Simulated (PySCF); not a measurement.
C3, SMILES [C]=C=[C] (connectivity only; charge and spin as stated), neutral, multiplicity 1. Heavy atoms are numbered as in [C:1]=[C:2]=[C:3].

Geometry optimised at PBE0-D3(BJ)/def2-TZVP. The isomer is the one that the SMILES or the coordinates give; other isomers of the formula were not compared.

Level of theory: B3LYP/pcSseg-2 (PySCF).

GIAO shieldings, no solvent; atoms alike by connectivity are averaged. δ = σ(ref) − σ: ¹³C against TMS (σ = 181.3 ppm), references at their B3LYP-D3(BJ)/def2-TZVP geometries, non-relativistic.

Computed chemical shifts:
| nucleus | atoms | count | δ (ppm) |
|---|---|---|---|
| ¹³C | C1 | 2 | 381.1 |
| ¹³C | C2 | 1 | 157.5 |
